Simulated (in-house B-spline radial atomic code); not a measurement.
Configurations of neutral fluorine, with energies counted from [He] 2s2 2p5. Method: Dirac-Hartree-Fock, average of configuration, Fermi nucleus of rms radius 2.8976 fm. Calculated with an all-electron radial atomic-structure program (B-spline basis). Energies include first-order Breit, QED and recoil terms.

Occupations are held fixed; configurations that lie above the ionisation limit could autoionise.

```json
{"configuration": "[He] 2s2 2p4 4s1", "E - E(ref) (eV)": "15.329", "highest orbital": "4s1/2", "its <r> (bohr)": "11.54"}
{"configuration": "[He] 2s2 2p4 5s1", "E - E(ref) (eV)": "16.15", "highest orbital": "5s1/2", "its <r> (bohr)": "21.36"}
{"configuration": "[He] 2s2 2p4 4d1", "E - E(ref) (eV)": "16.255", "highest orbital": "4d3/2", "its <r> (bohr)": "20.89"}
{"configuration": "[He] 2s2 2p4 6s1", "E - E(ref) (eV)": "16.51", "highest orbital": "6s1/2", "its <r> (bohr)": "34.19"}
{"configuration": "[He] 2s2 2p4 5d1", "E - E(ref) (eV)": "16.562", "highest orbital": "5d3/2", "its <r> (bohr)": "34.36"}
{"configuration": "[He] 2s2 2p4 5f1", "E - E(ref) (eV)": "16.564", "highest orbital": "5f7/2", "its <r> (bohr)": "31.5"}
{"configuration": "[He] 2s1 2p5 6f1", "E - E(ref) (eV)": "39.74", "highest orbital": "6f7/2", "its <r> (bohr)": "48"}
```

(1) Order these further configurations by energy, lowest first.
A. [He] 2s2 2p4 6d1
B. [He] 2s1 2p5 6d1
C. [He] 2s2 2p4 6g1
D. [He] 2s2 2p4 3s1
E. [He] 2s1 2p6

(2) How far above the reference does [He] 2s1 2p5 3d1 lie?

(3) How far above the reference does [He] 2s1 2p5 4f1 lie?

(4) How far above the reference does [He] 2s1 2p5 5f1 lie?

Answers

(1) D (12.67 eV), A (16.729 eV), C (16.73 eV), E (23.978 eV), B (39.739 eV).

(2) 38.6 eV; its least bound orbital is 3d3/2 with <r> = 10.42 bohr.

(3) 39.268 eV; its least bound orbital is 4f7/2 with <r> = 18 bohr.

(4) 39.574 eV; its least bound orbital is 5f7/2 with <r> = 31.5 bohr.
